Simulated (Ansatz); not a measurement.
Frontier orbitals of CHNZn.

| atom | x (Å) | y (Å) | z (Å) |
| --- | --- | --- | --- |
| C1 | -0.588 | 0.185 | 0.736 |
| N2 | -0.411 | 1.316 | 0.772 |
| Zn3 | 1.755 | -0.630 | -2.215 |
| H4 | -0.756 | -0.870 | 0.706 |

The species carries charge 0 and has multiplicity 1. For Zn the d shell is correlated and the shells below it are frozen. Scalar relativity is left out up to krypton. The bonds changed during the relaxation, so this is another structure than the one it started from. The structure was optimised at the PBE0-D4/def2-TZVP level. Basis def2-TZVPP, Ansatz.

Task: Compute the vertical ionisation energy as the energy of the cation minus that of the neutral molecule, at each level. (Estimate.)

Result: Computed: 
```tsv
level	IE (eV)	difference from CCSD(T)/def2-TZVPP
PBE-D4/def2-TZVPP	9.34	0.32
r2SCAN-D4/def2-TZVPP	9.19	0.16
PBE0-D4/def2-TZVPP	9.10	0.08
B3LYP-D4/def2-TZVPP	9.41	0.38
ωB97X-V/def2-TZVPP	9.08	0.05
ωB97M-V/def2-TZVPP	9.25	0.23
B2PLYP/def2-TZVPP	9.15	0.13
HF/def2-TZVPP	7.64	-1.38
MP2/def2-TZVPP	8.85	-0.17
CCSD/def2-TZVPP	8.92	-0.10
CCSD(T)/def2-TZVPP	9.02	0.00
HF/def2-QZVPP	7.62	-1.40
MP2/def2-QZVPP	9.01	-0.01
```

B3LYP here is the variant with VWN-RPA as its local correlation; programs differ in this.
